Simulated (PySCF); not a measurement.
H$_{2}$ISi (SMILES [SiH2]I), doublet, geometry from GFN2-xTB (all electrons, no relativity); BLYP/3-21G (PySCF).

Input for PySCF:
```python
from pyscf import gto, scf, dft

mol = gto.Mole()
mol.atom = '''
    Si   -1.84359992    0.03632497    0.38543371
    I     0.57775042   -0.01202724   -0.09551073
    H    -2.37465293    1.28448625   -0.13593458
    H    -2.43572063   -1.15559223   -0.19806885
'''
mol.basis = '3-21g'
mol.spin = 1
mol.verbose = 4
mol.build()

mf = dft.UKS(mol)
mf.xc = 'blyp'
mf.kernel()
```

It wrote (shortened):

```
PySCF version 2.14.0

[INPUT] verbose = 4
[INPUT] num. atoms = 4
[INPUT] num. electrons = 69
[INPUT] charge = 0
[INPUT] spin (= nelec alpha-beta = 2S) = 1
[INPUT] symmetry False subgroup None
[INPUT] Mole.unit = angstrom
[INPUT] Symbol           X                Y                Z      unit          X                Y                Z       unit  Magmom
[INPUT]  1 Si    -1.843599920000   0.036324970000   0.385433710000 AA   -3.483898932070   0.068644244783   0.728364151075 Bohr   0.0
[INPUT]  2 I      0.577750420000  -0.012027240000  -0.095510730000 AA    1.091790062152  -0.022728189634  -0.180489121657 Bohr   0.0
[INPUT]  3 H     -2.374652930000   1.284486250000  -0.135934580000 AA   -4.487443678596   2.427327223270  -0.256879127058 Bohr   0.0
[INPUT]  4 H     -2.435720630000  -1.155592230000  -0.198068850000 AA   -4.602844906653  -2.183752826375  -0.374295880308 Bohr   0.0

nuclear repulsion = 186.830848959103
number of shells = 24
number of NR pGTOs = 114
number of NR cGTOs = 48
basis = 3-21g
ecp = {}

******** <class 'pyscf.dft.uks.UKS'> ********
method = UKS
initial guess = minao
damping factor = 0
level_shift factor = 0
DIIS = <class 'pyscf.scf.diis.CDIIS'>
diis_start_cycle = 1
diis_space = 8
diis_damp = 0
SCF conv_tol = 1e-09
SCF conv_tol_grad = None
SCF max_cycles = 50
direct_scf = True
direct_scf_tol = 1e-13
number electrons alpha = 35  beta = 34
XC library pyscf.dft.libxc version 7.1.2
    S. Lehtola, C. Steigemann, M. J. T. Oliveira, and M. A. L. Marques,  SoftwareX 7, 1–5 (2018)
XC functionals = blyp
    A. D. Becke,  Phys. Rev. A 38, 3098 (1988)
    C. Lee, W. Yang, and R. G. Parr,  Phys. Rev. B 37, 785 (1988)
    B. Miehlich, A. Savin, H. Stoll, and H. Preuss,  Chem. Phys. Lett. 157, 200 (1989)
radial grids:
    Treutler-Ahlrichs [JCP 102, 346 (1995); DOI:10.1063/1.469408] (M4) radial grids

becke partition: Becke, JCP 88, 2547 (1988); DOI:10.1063/1.454033
pruning grids: <function nwchem_prune>
grids dens level: 3
symmetrized grids: False
atomic radii adjust function: <function treutler_atomic_radii_adjust>
small_rho_cutoff = 0
Set gradient conv threshold to 3.16228e-05
tot grids = 60760
init E= -7161.55468806056

cycle= 1 E= -7179.09534145674  delta_E= -17.5  |g|= 0.16  |ddm|= 1.42
cycle= 2 E= -7179.00603854409  delta_E= 0.0893  |g|= 0.33  |ddm|= 0.994
cycle= 3 E= -7179.11358438423  delta_E= -0.108  |g|= 0.0379  |ddm|= 0.78
cycle= 4 E= -7179.11546386102  delta_E= -0.00188  |g|= 0.00519  |ddm|= 0.126
cycle= 5 E= -7179.11549535703  delta_E= -3.15e-05  |g|= 0.00166  |ddm|= 0.0175
cycle= 6 E= -7179.11549799577  delta_E= -2.64e-06  |g|= 0.000293  |ddm|= 0.00401
cycle= 7 E= -7179.11549808667  delta_E= -9.09e-08  |g|= 6.71e-05  |ddm|= 0.000934
cycle= 8 E= -7179.11549809387  delta_E= -7.2e-09  |g|= 1.4e-05  |ddm|= 0.000251
cycle= 9 E= -7179.11549809414  delta_E= -2.7e-10  |g|= 2.19e-06  |ddm|= 5.66e-05
Extra cycle  E= -7179.11549809415  delta_E= -1.18e-11  |g|= 2.45e-06  |ddm|= 1.08e-05
converged SCF energy = -7179.11549809415  <S^2> = 0.75077972  2S+1 = 2.0007796
```
